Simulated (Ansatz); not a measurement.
Ansatz (a quantum-chemistry and plane-wave program) input (B3LYP-D3(BJ)/def2-TZVP):

Ansatz 0.2 input:
```yaml
crystal:
  periodic: [false, false, false]
  atoms:
    - {symbol: Si, position_ang: [-0.02758696, 0.14115102, 0.02251414]}
    - {symbol: O, position_ang: [-0.29611394, 1.60733962, 0.00968861]}
    - {symbol: H, position_ang: [-0.90823149, -1.07282205, 0.01655386]}
    - {symbol: H, position_ang: [1.23527294, -0.66889249, 0.04675547]}
basis:
  gaussian:
    orbitals: def2-TZVP
hamiltonian:
  xc: b3lyp
  dispersion: d3bj
total_charge: 1
magnetization: {spin_polarized: true, initial_magnetization: 1}
relax: {f_tol: 0.002, max_steps: 150}
```

End of the output:

```
reference -9948.08509371 eV, -365.5853841398 hartree; 12, 11 occupied and 68, 69 virtual orbitals, 500 factors
relax step   6: F+E_penalty+E_count = -9948.16953802 eV  Δ(F+E_penalty+E_count) = -1.585e-5 eV  max|allowed force component| = 8.885e-4 eV/Å  Δτ_max = 0.0008 Å  (31 SCF iters, accepted)
integrals: 0.01 GiB planned
500 factors; their error is unknown
mean field: 0.21 GiB planned
mean field evaluation 64: about -9948.0576 eV, gradient 7.6e-2 eV
mean field -9948.08490236 eV, -365.5853771075 hartree, gradient 3.3e-5 eV, S^2 0.755931; 3 other end points of the search recorded, 0 dependent functions left out
the calculation of the forces begins
reference -9948.08509371 eV, -365.5853841398 hartree; 12, 11 occupied and 68, 69 virtual orbitals, 500 factors
Total energy: -9948.16972938 eV, -365.5884944430 hartree
Atom 0 at     0.017128    -0.085786     0.024638 Å, force     0.000336     0.000077     0.000021 eV/Å
Atom 1 at    -0.277744     1.493023     0.010875 Å, force    -0.000123    -0.000888    -0.000001 eV/Å
Atom 2 at    -1.177467    -0.945151     0.011543 Å, force     0.000667     0.000710     0.000000 eV/Å
Atom 3 at     1.441424    -0.455309     0.048456 Å, force    -0.000880     0.000101    -0.000020 eV/Å
Dipole moment:     0.138427    -0.741409     0.006461 e Å
```
